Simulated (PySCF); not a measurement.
## BeGe and its ions

ROHF-MP2; Be 6-31G(d,p), Ge 6-31G(d,p); no relativity (PySCF 2.14). Neutral (ROHF): triplet (π ↑↑), Re = 2.164 Å, ωe = 554 cm⁻¹, De = 1.16 eV.

BeGe⁺ (UHF): doublet (π ↑), Re = 2.358 Å, ωe = 392 cm⁻¹, De = 1.64 eV to Be + Ge⁺. The energies at the minima are -2089.87563 hartree for BeGe and -2089.60910 for BeGe⁺.

(1) Work out the adiabatic ionisation energy, without and with harmonic zero-point energies (1 hartree = 27.2114 eV, 1 eV = 8065.5 cm⁻¹), and the change of the bond length.

Correlated steps freeze 9 core orbitals. UHF and ROHF references stand side by side, which adds small steps between rows. Correlated levels converge slowly with the basis: in double zeta they bind strong bonds too weakly, by up to about 1 eV, and carry superposition errors of some tenths. Spin–orbit coupling is left out. For an ion De counts to the pair picked by the measured ionisation energies or electron affinities, which need not be the lowest pair at this level. States were picked by a PBE0 search and need not be the measured ground states.

Neutral and ion stand on different kinds of reference determinant, which adds to the error of the difference.

Results:

(1) At MP2: 0.26653 hartree = 7.253 eV between the minima; the zero-point term (392.0 − 554.0)/2 cm⁻¹ = -0.010 eV makes it 7.243 eV. Re changes by +19.4 pm against the neutral. The electron leaves a π orbital, and the longer bond of the ion fits a bonding orbital, or a change in how ionic the bond is.
